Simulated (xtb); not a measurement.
C3H9AlO, SMILES CC(C)[O][AlH2]. All values are semi-empirical tight-binding results from xtb (GFN2-xTB unless named), good for trends rather than for accurate numbers. Geometry: GFN2-xTB. The structure was generated by enumeration; whether it is a known compound was not checked. One conformer was computed; it need not be the lowest.

Optimised geometry:

Bonds (Å): Al1–H2 1.534, Al1–H3 1.534, Al1–O4 1.639, O4–C5 1.403, C5–C6 1.526, C5–C7 1.526, C5–H8 1.099, C6–H9 1.088, C6–H10 1.087, C6–H11 1.088, C7–H12 1.088, C7–H13 1.088, C7–H14 1.087. Angles (°): H2–Al1–H3 120.2, H2–Al1–O4 120.4, H3–Al1–O4 119.3, Al1–O4–C5 175.9, O4–C5–C6 109.7, O4–C5–C7 109.7, O4–C5–H8 107.8, C6–C5–C7 111.2, C6–C5–H8 109.2, C7–C5–H8 109.2, C5–C6–H9 109.6, C5–C6–H10 110.3, C5–C6–H11 109.9, H9–C6–H10 109.4, H9–C6–H11 108.6, H10–C6–H11 109.1, C5–C7–H12 109.9, C5–C7–H13 109.6, C5–C7–H14 110.4, H12–C7–H13 108.6, H12–C7–H14 109.1, H13–C7–H14 109.3.

A frequency run showed that this geometry is not a minimum.

For metal compounds this method's bond lengths and energies can be far off.

```yaml
orbital_gap: 5.03 eV
```

Computed atomic charges and the Wiberg bond orders between heavy atoms:
charges (e) Al1 0.38, H2 -0.14, H3 -0.13, O4 -0.33, C5 0.13, C6 -0.12, C7 -0.12, H8 0.03, H9 0.06, H10 0.04, H11 0.05, H12 0.05, H13 0.05, H14 0.05. Bond orders Al1–O4 1.42, O4–C5 0.95, C5–C6 1.00, C5–C7 1.00.
